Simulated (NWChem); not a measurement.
System: CH5InO2; SMILES C[O][InH][OH]

```xyz
9

In    -0.3002     0.4894     0.0000
H     -1.6209     1.5645     0.0000
O      1.6630     0.8658     0.0000
H      1.8694     1.8068     0.0000
O     -0.5447    -1.4838     0.0000
C      0.5136    -2.3960     0.0000
H      0.4597    -3.0530     0.8894
H      0.4597    -3.0530    -0.8894
H      1.5147    -1.9249     0.0000
```
Atoms are numbered in this order, from 1.

Results from NWChem. All runs use the structure optimised with PBE0/def2-SVP. No frequency run checked for a minimum. def2 effective core potentials on In; no spin-orbit coupling. Ions are spin-unrestricted doublets at the neutral geometry; other ion states weren't tried.

For level PBE/def2-SVP:

```
Item                                   Result
-------------------------------------  ------
vertical ionisation energy, ΔSCF (eV)    8.95
−ε(HOMO) (eV)                            5.63
```

### Question
Estimate the same quantities for level CAM-B3LYP/def2-SVP.

### Answer
| Item | Result |
|---|---|
| vertical ionisation energy, ΔSCF (eV) | 9.45 |
| −ε(HOMO) (eV) | 8.52 |
